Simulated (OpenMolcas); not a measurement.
A run on Ir4+ among 6 point charges of -0.8 e arranged as a tetragonal octahedron (D4h), 1.86 Å from the ion, with the axial distance 2.176 Å.

```
Program             : OpenMolcas
Method              : CASSCF
Basis               : ANO-RCC-VDZP [7s6p4d2f]
Scalar Hamiltonian  : DKH2, point nucleus
Active space        : 5 electrons in 5 orbitals (5d)
State averaging     : 2S+1 = 6 even, 1 root; 2S+1 = 4 even, 24 roots; 2S+1 = 2 even, 75 roots
Spin-orbit coupling : state interaction with AMFI integrals over the reference wave functions
```

59 basis functions. Blocks (2S+1, parity, CSFs, roots kept): 6, even, 1, 1; 4, even, 24, 24; 2, even, 75, 75.

How long do the RASSCF and RASSI steps take on 1 thread of Arm Neoverse V2, on a shared host?

About 22 s of wall time, without the integral step.
